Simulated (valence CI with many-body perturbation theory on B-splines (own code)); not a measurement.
# Energy levels of Lu40+

Calculated by configuration interaction combined with many-body perturbation theory (CI+MBPT): three valence electrons over a frozen Dirac-Fock core [Ar] 3d10, radial functions for each j: 11 s, 11 p, 10 d, 8 f, 5 g, 2 h, with the one-electron correlation potential Σ1 (screened to all orders), the two-electron term Σ2, the three-electron term Σ3, Breit, model QED; selected single and double excitations, second order for the rest, scaled by the run's own slope (own B-spline code, finite nucleus).

No measured spectrum was set against this ion. As an estimate, large intervals hold to a few tenths of a per cent, small ones and those within an open d or f shell to about a per cent.

Levels 46 to 90 of 196, with energies above the lowest level, (4s^2 4p1/2) J=1/2. "Leading %" is the weight of the configuration and term that name the level; weights of strongly mixed levels are sums over their largest components and can fall short. In the jj column 3d3/2^4 stands for four electrons in 3d with j = 3/2. Lifetimes count E1, E2, E3, M1 and M2 decay at the calculated energies, and are blank where another channel may lead or the interval is too uncertain; long ones can be off by a factor of two.

```csv
No.,Configuration,Term,J,E (× 10³ cm⁻¹),Leading %,Lifetime,Second component,Leading jj
46,4p2 4d,2G,7/2,3810.7,37,18.2 ps,12 % 4p2 4d 2F,4p1/2 4p3/2 4d3/2 (68 %)
47,4p2 4d,4F,3/2,3834.9,39,2.70 ps,28 % 4p2 4d 2P,4p1/2 4p3/2 4d3/2 (94 %)
48,4p2 4d,4D,1/2,3841.4,82,2.57 ps,15 % 4p2 4d 2P,4p1/2 4p3/2 4d3/2 (99 %)
49,4s 4p 4f,4G,5/2,3876.3,41,2.14 ps,18 % 4p2 4d 2F,4s 4p1/2 4f5/2 (69 %)
50,4s 4p 4f,4F,7/2,3888.6,28,18.2 ps,24 % 4s 4p 4f 4D,4s 4p1/2 4f7/2 (72 %)
51,4s 4p 4f,4G,5/2,3908.7,30,2.07 ps,16 % 4s 4p 4f 2F,4s 4p1/2 4f5/2 (65 %)
52,4s 4p 4f,4G,7/2,3933.7,43,2.76 ps,11 % 4p2 4d 4F,4s 4p1/2 4f5/2 (41 %)
53,4s 4p 4f,4G,9/2,3937.8,26,22.4 ps,25 % 4s 4p 4f 4F,4s 4p1/2 4f7/2 (73 %)
54,4s 4p 4f,4F,3/2,3938.8,43,2.23 ps,15 % 4s 4p 4f 2D,4s 4p1/2 4f5/2 (73 %)
55,4s 4p 4f,4F,5/2,3955.1,29,2.85 ps,21 % 4s 4p 4f 2F,4s 4p1/2 4f7/2 (74 %)
56,4p2 4d,2D,3/2,3961.8,32,945 fs,16 % 4p2 4d 2P,4p1/2 4p3/2 4d3/2 (70 %)
57,4p2 4d,2F,7/2,3967.2,31,2.76 ps,26 % 4s 4p 4f 2G,4p1/2 4p3/2 4d5/2 (40 %)
58,4p2 4d,4P,1/2,3977.1,39,862 fs,29 % 4p2 4d 2P,4p1/2 4p3/2 4d3/2 (94 %)
59,4p2 4d,4P,5/2,3993.9,37,1.22 ps,20 % 4p2 4d 4F,4p1/2 4p3/2 4d5/2 (45 %)
60,4p2 4d,4F,7/2,4004.4,30,1.72 ps,24 % 4s 4p 4f 4D,4p1/2 4p3/2 4d5/2 (55 %)
61,4p2 4d,2G,9/2,4009.3,44,2.85 ps,26 % 4p2 4d 4F,4p1/2 4p3/2 4d5/2 (70 %)
62,4p2 4d,2P,3/2,4018.0,49,1.71 ps,33 % 4p2 4d 4P,4p1/2 4p3/2 4d5/2 (88 %)
63,4p2 4d,2D,5/2,4029.1,50,1.89 ps,24 % 4p2 4d 4D,4p1/2 4p3/2 4d5/2 (85 %)
64,4p2 4d,2D,3/2,4125.7,64,1.80 ps,14 % 4p2 4d 2P,4p1/2 4p3/2 4d5/2 (91 %)
65,4p2 4d,2P,1/2,4132.0,60,1.67 ps,32 % 4p2 4d 2S,4p1/2 4p3/2 4d5/2 (94 %)
66,4p2 4d,2F,7/2,4134.4,33,1.58 ps,29 % 4p2 4d 2G,4p1/2 4p3/2 4d5/2 (58 %)
67,4p2 4d,2F,5/2,4165.2,23,979 fs,19 % 4p2 4d 2D,4p1/2 4p3/2 4d5/2 (53 %)
68,4s 4d2,4F,3/2,4310.1,82,664 fs,12 % 4s 4d2 2D,4s 4d3/2^2 (90 %)
69,4s 4d2,4F,5/2,4339.2,62,660 fs,16 % 4s 4d2 2D,4s 4d3/2^2 (76 %)
70,4s 4d2,4P,1/2,4384.0,69,688 fs,18 % 4s 4d2 2S,4s 4d3/2^2 (83 %)
71,4s 4d2,4F,7/2,4406.8,48,1.55 ps,12 % 4s 4d2 2G,4s 4d3/2 4d5/2 (60 %)
72,4s 4d2,4F,5/2,4419.6,24,1.36 ps,16 % 4s 4d2 2D,4s 4d3/2 4d5/2 (55 %)
73,4s 4d2,2G,9/2,4430.3,37,1.80 ps,22 % 4s 4p 4f 4G,4s 4d3/2 4d5/2 (54 %)
74,4s 4d2,2D,3/2,4440.0,28,1.29 ps,17 % 4s 4d2 4P,4s 4d3/2 4d5/2 (53 %)
75,4s 4d2,4F,7/2,4442.0,35,1.31 ps,17 % 4s 4d2 2G,4s 4d3/2 4d5/2 (52 %)
76,4s 4d2,4P,3/2,4470.2,78,971 fs,5 % 4s 4d2 2P,4s 4d3/2 4d5/2 (81 %)
77,4s 4d2,2P,1/2,4476.7,29,1.12 ps,18 % 4p2 4d 4P,4s 4d3/2 4d5/2 (43 %)
78,4s 4d2,4P,5/2,4484.0,52,980 fs,14 % 4s 4d2 2F,4s 4d3/2 4d5/2 (72 %)
79,4s 4d2,2F,7/2,4495.6,22,4.88 ps,21 % 4p2 4d 4D,4p3/2^2 4d5/2 (37 %)
80,4s 4p 4f,4F,9/2,4500.1,39,4.86 ps,23 % 4s 4d2 4F,4s 4p3/2 4f7/2 (58 %)
81,4s 4d2,2G,7/2,4513.0,36,1.51 ps,21 % 4s 4p 4f 4F,4s 4p3/2 4f5/2 (46 %)
82,4s 4p 4f,4G,11/2,4533.4,100,3.59 ps,,4s 4p3/2 4f7/2 (100 %)
83,4s 4p 4f,4F,5/2,4540.2,28,1.29 ps,24 % 4s 4p 4f 4D,4s 4p3/2 4f5/2 (61 %)
84,4s 4p 4f,4D,3/2,4545.3,70,1.93 ps,14 % 4s 4p 4f 4F,4s 4p3/2 4f5/2 (76 %)
85,4s 4p 4f,4D,1/2,4546.4,94,2.34 ps,,4s 4p3/2 4f5/2 (94 %)
86,4s 4d2,4F,9/2,4549.3,52,1.36 ps,19 % 4s 4p 4f 4F,4s 4d5/2^2 (34 %)
87,4s 4p 4f,4F,7/2,4567.2,20,1.24 ps,17 % 4s 4p 4f 4G,4s 4p3/2 4f5/2 (43 %)
88,4s 4p 4f,2F,5/2,4568.1,31,2.59 ps,27 % 4s 4p 4f 4D,4s 4p3/2 4f7/2 (87 %)
89,4s 4p 4f,2D,3/2,4572.5,30,1.12 ps,16 % 4p2 4d 2D,4p3/2^2 4d3/2 (48 %)
90,4s 4p 4f,2F,5/2,4579.4,33,1.06 ps,12 % 4s 4d2 2F,4s 4p3/2 4f5/2 (51 %)
```

Where two levels of one J and parity lie close, their mixing, g and order are uncertain.
